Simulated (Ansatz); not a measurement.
Reactions of C2H10OSi2, SMILES `C[SiH2]C[SiH2]O`.

Program: Ansatz. Geometries: PBE0-D4/def2-TZVP. ΔE: electronic, gas phase. CCSD(T)/CBS adds triple-zeta CCSD(T) − MP2 to the extrapolated MP2 energy (def2 sets, frozen cores). This one scheme is used for every species, atoms too. Functionals use def2-TZVPP. No spin–orbit coupling; open shells (•) take unrestricted orbitals. Spin–orbit coupling would lower the free atoms: a little for C, O, Si. def2 core potentials past Kr. Bonds to Te are less sure, by a few kJ/mol each and by 10 to 20 or more in all where they break to atoms, as the def2 sets lack core-valence functions. Each species was taken in one conformer, which may not be the lowest.

```tsv
reaction	ωB97M-V (kJ/mol)	CCSD/CBS(def2) (kJ/mol)
`C[SiH2]C[SiH2]O` + `[AlH2][SH]` → `C[SiH2]C[S][AlH2]` + `O[SiH3]`	104	106
`C[SiH2]C[SiH2]O` → 2 C• + 10 H• + O• + 2 Si•	5384	5326
`C[SiH2]C[SiH2]O` → `CC[SiH2]O` + `[SiH2]`	291	289
`C[SiH2]C[SiH2]O` + H₂Te → `O[SiH2]C[TeH]` + `C[SiH3]`	37	30
`C[SiH2]C[SiH2]O` + `[SiH3]S` → `O[SiH2]S[SiH3]` + `C[SiH2]C`	-67	-66
`C[SiH2]C[SiH2]O` + `O[Si](F)(Cl)Cl` → `O[SiH2]O[Si](F)(Cl)Cl` + `C[SiH2]C`	-121	-126
`C[SiH2]C[SiH2]O` + `CO[SiH2]S` → `CO[SiH2]S[SiH2]O` + `C[SiH2]C`	-81	-77
`C[SiH2]C[SiH2]O` → `[CH2]` (triplet) + `C[SiH2][SiH2]O`	505	487
`C[SiH2]C[SiH2]O` → `CO[SiH2]C[SiH3]`	95	96
`C[SiH2]C[SiH2]O` + CH₃OH → `OCC[SiH2]O` + `C[SiH3]`	29	31
```

Task: Give the CCSD(T)/CBS values in the same order. (Estimate.)

Result: The calculation gave: 103, 5382, 294, 27, -67, -123, -81, 498, 97, 31 kJ/mol.

Largest T1 diagnostic: 0.014, for `[SiH2]`.
